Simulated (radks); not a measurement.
All-electron atom: the cerium ion Ce21+ in [Kr] 4d1. All-electron calculation, scalar-relativistic Kohn-Sham, SCAN, spin-polarised, spherical densities, finite nucleus; open shells are filled with parallel spins first (spin-orbit coupling, left out, can overturn this in heavy ions); meta-GGA in the generalised Kohn-Sham scheme; Fermi nuclear charge, rms radius 4.8771 fm. Program: a radial shooting solver on a logarithmic mesh with Libxc functionals.

Unscreened Slater integrals over Kohn-Sham orbitals (hartree). They are taken over the spin-up orbitals.

F0(4d,4d): 1.4213
F2(4d,4d): 0.73159
F4(4d,4d): 0.49776
F0(4d,4p): 1.4394
F2(4d,4p): 0.74670
G1(4d,4p): 0.93971
G3(4d,4p): 0.59888
F0(4d,4s): 1.4617
G2(4d,4s): 0.73923
F0(4d,3d): 1.8382
F2(4d,3d): 0.50319
F4(4d,3d): 0.24672
G0(4d,3d): 0.16383
G2(4d,3d): 0.20244
G4(4d,3d): 0.15782
F0(4p,4p): 1.4610
F2(4p,4p): 0.77064
F0(4p,4s): 1.4841
G1(4p,4s): 1.0130
F0(4p,3d): 1.8600
F2(4p,3d): 0.50738
G1(4p,3d): 0.16466
G3(4p,3d): 0.16441
F0(4s,4s): 1.5091
F0(4s,3d): 1.9022
G2(4s,3d): 0.17022
F0(3d,3d): 3.6235
F2(3d,3d): 1.8334
F4(3d,3d): 1.1764

Derived for the open shells (J is the average intra-shell exchange parameter used in DFT+U). 4d: Racah B = F2/49 - 5 F4/441 = 0.009287 hartree, C = 35 F4/441 = 0.03950 hartree, C/B = 4.25, F4/F2 = 0.680, J = (F2 + F4)/14 = 0.08781 hartree.
